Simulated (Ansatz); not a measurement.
The Ansatz (a first-principles code) input:
Ansatz 0.2 input:
```yaml
crystal:
  periodic: [false, false, false]
  atoms:
    - {symbol: N, position_ang: [-0.00000000, -0.00000000, -0.12795737]}
    - {symbol: H, position_ang: [0.00000000, 0.00000000, 0.89570158]}
basis:
  gaussian:
    orbitals: cc-pVDZ
hamiltonian:
  xc: hf
magnetization: {spin_polarized: true, initial_magnetization: 2}
```

Problem. What does this run give for the <S^2>, total energy?

Solution. 
```
Property           Result
------------  -----------
<S^2>               2.013
total energy  -54.9665 Eh
```
